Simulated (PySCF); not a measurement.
This PySCF input asks for the NMR shieldings of SMILES CCOC1=C(O[SiH2]O)[C@H]1F, C$_{5}$H$_{9}$FO$_{3}$Si; the geometry comes from GFN2-xTB.

```python
import basis_set_exchange as bse
import numpy as np
from pyscf import gto, dft
from pyscf.prop import nmr

atoms = """
C    -2.442834    0.572654    0.820400
C    -2.421559   -0.783979    0.128627
O    -1.851386   -0.728480   -1.177665
C    -0.557796   -0.420872   -1.211078
C     0.562357   -0.024312   -0.658328
O     1.262346    0.351486    0.396972
Si    2.891190    0.250397    0.643096
O     3.096677    0.916732    2.098320
C     0.627070   -0.353608   -2.101091
F     1.247443   -1.546344   -2.479886
H    -1.429848    0.913477    1.017764
H    -2.944247    1.305499    0.192775
H    -2.975055    0.490311    1.763724
H    -3.436554   -1.151835   -0.036390
H    -1.867517   -1.509508    0.736974
H     3.309023   -1.129747    0.799726
H     3.565098    0.996626   -0.414930
H     2.595902    1.674623    2.389064
H     0.759886    0.350935   -2.915538
"""
names = dict.fromkeys(["C", "O", "Si", "F", "H"], "pcSseg-1")
basis = {el: gto.basis.parse(bse.get_basis(n, elements=[el], fmt="nwchem")) for el, n in names.items()}
mol = gto.M(atom=atoms, basis=basis, charge=0, verbose=0)
mf = dft.RKS(mol, xc="PBE0")
mf.grids.level = 2
mf.grids.alignment = dft.numint.BLKSIZE   # the property module wants whole blocks of grid points
mf.conv_tol = 1e-9
mf.kernel()

calc = nmr.RKS(mf)   # GIAO
C = mf.mo_coeff
Co = C[:, mf.mo_occ > 0]
resp = mf.gen_response(singlet=True, hermi=2)
def vind(x):   # induced exchange potential for any number of trial vectors
    d = np.einsum("pi,xij,qj->xpq", C, 2 * x.reshape(-1, C.shape[1], Co.shape[1]), Co, optimize=True)
    return np.einsum("xpq,pi,qj->xij", resp(d - d.transpose(0, 2, 1)), C, Co, optimize=True).ravel()
mo1, _ = nmr.rhf.solve_mo1(calc, with_cphf=vind)
sigma = calc.kernel(mo1)
for i, s in enumerate(sigma):   # ppm
    print("%2d %-2s %9.2f" % (i, mol.atom_pure_symbol(i), np.trace(s) / 3))
```

**Question.** What are the results?

**Answer.** 
```
 0 C     170.20
 1 C     115.87
 2 O     227.58
 3 C      70.18
 4 C      77.06
 5 O     252.43
 6 Si    377.10
 7 O     299.88
 8 C     111.03
 9 F     323.23
10 H      29.77
11 H      30.42
12 H      30.66
13 H      27.39
14 H      27.47
15 H      26.80
16 H      26.40
17 H      29.69
18 H      26.54
```

These numbers come from an equivalent density-fitted implementation of the same equations, which agrees with the script to about 0.01 ppm for H and up to a few tenths of a ppm for heavy atoms, so last digits may differ.

**Question.** Turn these shieldings into chemical shifts. Chemical shifts δ = σref − σ; TMS for 13C (σref 186.93), 29Si (σref 349.16), 1H (σref 31.72); 17O (σref 336.08) vs H2O; 19F (σref 170.95) against CFCl3, all at this level.

**Answer.** Averaging equivalent atoms: C 3: 116.7; C 4: 109.9; C 8: 75.9; C 1: 71.1; C 0: 16.7; O 2: 108.5; O 5: 83.7; O 7: 36.2; Si 6: -27.9; F 9: -152.3; H 16: 5.32; H 18: 5.18; H 15: 4.92; H 13: 4.32; H 14: 4.24; H 17: 2.02; H 10/11/12: 1.43 ppm. Unscaled 19F shifts against computed CFCl3 carry errors that often reach 10 to 50 ppm. Experimental scales use liquid or dissolved standards, which lie at an offset from isolated H2O (liquid H2O: subtract about 36 ppm).

Size and cost of the density-fitted run: 222 basis functions, 62 s wall time on 1 thread of an Arm Neoverse V1, shared host; peak memory 1.1 GiB.
